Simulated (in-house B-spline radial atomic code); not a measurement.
Results of a calculation; reference values are marked as such.
**Making a Troullier-Martins s channel for B, r_c = 1.32 bohr**

B, [He] 2s2 2p1, non-relativistic PBE, spherical and spin-unpolarised, from a B-spline radial code for spherical atoms (atomic units). The all-electron 2s level is ε = -0.346865 hartree, its outermost node lies just inside 0.47 bohr and its outer maximum at 1.52 bohr.

Inside r_c the pseudo-orbital is u(r) = r^1 exp(p(r)), with p = c0 + c2 r² + c4 r⁴ + … + c12 r¹². The seven coefficients follow from p and its first four derivatives at r_c, from zero curvature of the screened potential at the origin, c4 = −c2²/(2l + 5), and from the norm inside r_c. At r_c the all-electron orbital has P = 0.7189702, P' = 0.1896752, the screened potential V = -1.134587, V' = 1.452648, V'' = -2.434708, and the norm inside is Q = 0.2408357.

Problem. What are p, p' and p'' at r_c?

Solution. p = ln(P/r_c^1) = ln(0.7189702/1.32) = -0.60757. p' = P'/P − 1/r_c = 0.26382 − 0.75758 = -0.49376. The radial equation gives p'' = 2(V − ε) − 2(1) p'/r_c − p'² = -1.57544 − (-0.74812) − 0.24380 = -1.07112. Differentiating, p''' = 2V' + 2(1)p'/r_c² − 2(1)p''/r_c − 2p'p'' = 2.9037, and p'''' = 2V'' − 4(1)p'/r_c³ + 4(1)p''/r_c² − 2(1)p'''/r_c − 2p''² − 2p'p''' = -10.296.

For a trial c2 the five matching conditions are linear in c0, c6, c8, c10 and c12, and c2 is varied until the norm inside r_c equals Q. The root nearest zero gives:

```json
{"n": "0", "c_n": "-0.945002"}
{"n": "2", "c_n": "0.7935566"}
{"n": "4", "c_n": "-0.1259464"}
{"n": "6", "c_n": "-0.5883459"}
{"n": "8", "c_n": "0.4712121"}
{"n": "10", "c_n": "-0.1483878"}
{"n": "12", "c_n": "0.01748468"}
```

Problem. Check c4 and p(r_c), and find the screened pseudopotential at the origin.

Solution. −c2²/5 = -0.125946, as listed. The terms c_n r_c^n are -0.94500, 1.38269, -0.38237, -3.11226, 4.34318, -2.38307, 0.48927, which sum to -0.60757. Inverting the radial equation, V_l(r) = ε + 1 p'/r + (p'' + p'²)/2, so V_l(0) = ε + (2l + 3) c2 = -0.346865 + 3 × (0.793557) = 2.0338 hartree, finite where the all-electron potential diverges.

Orbitals and screened potentials:

| r (bohr) | P | u | V all-electron | V pseudo |
| --- | --- | --- | --- | --- |
| 0.132 | -0.297 | 0.05202 | -30.91 | 2.03 |
| 0.33 | -0.1815 | 0.1395 | -9.484 | 1.893 |
| 0.528 | 0.09595 | 0.251 | -4.815 | 1.259 |
| 0.726 | 0.3496 | 0.3917 | -2.904 | 0.01028 |
| 0.924 | 0.5367 | 0.5408 | -1.964 | -1.184 |
| 1.122 | 0.6569 | 0.6568 | -1.479 | -1.453 |
| 1.32 | 0.719 | 0.719 | -1.135 | -1.135 |

Logarithmic derivatives P'/P at R = 1.62 bohr, for energies E around ε:

| E − ε (hartree) | all-electron | pseudo |
| --- | --- | --- |
| -0.5 | 0.525579 | 0.52398 |
| -0.25 | 0.238977 | 0.238447 |
| -0.1 | 0.0423961 | 0.0422937 |
| 0 | -0.101512 | -0.101512 |
| 0.1 | -0.257638 | -0.25777 |
| 0.25 | -0.519452 | -0.520481 |
| 0.5 | -1.0551 | -1.06127 |

Problem. With P(R) = 0.7326203 and a norm of 0.4017561 inside R, what slope in energy does norm conservation fix?

Solution. d(P'/P)/dE = −2 × (norm inside R)/P(R)² = -1.4970 per hartree·bohr at E = ε, for both atoms, since orbital and norm agree at R. Differences over ±0.1 hartree give -1.5002 (all-electron) and -1.5003 (pseudo), which also hold third-order terms. Half a hartree below ε the two curves differ by -0.0016.
